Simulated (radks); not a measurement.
The numbers below are computed, except where a source is named.
Coherent X-ray form factor from a spherical all-electron density. Level of theory: scalar-relativistic Kohn-Sham, BLYP, spin-polarised, spherical densities, finite nucleus; Fermi nuclear charge, rms radius of each element as measured or else 0.836 A^(1/3) + 0.57 fm (a radial shooting solver on a logarithmic mesh with Libxc functionals).

| sin(theta)/lambda (1/angstrom) | f0 (electrons) |
|---|---|
| 0.05 | 43.333 |
| 0.1 | 41.515 |
| 0.15 | 38.970 |
| 0.2 | 36.136 |
| 0.25 | 33.329 |
| 0.3 | 30.729 |
| 0.4 | 26.399 |
| 0.5 | 23.188 |
| 0.6 | 20.803 |
| 0.8 | 17.309 |
| 1 | 14.425 |
| 1.25 | 11.287 |
| 1.5 | 8.889 |
| 2 | 6.264 |

The species is in the configuration that NIST lists as its ground one. Which atom or ion scatters so?

Answer. The rhodium ion Rh+, [Kr] 4d8. Extrapolating in s^2 from the first two rows gives f0(0) = 43.9, near the electron count 44; among species with that count, the fall with angle is slower the higher Z, and the table is that of Z = 45; from so few rows the species is fixed only to a neighbour or two.
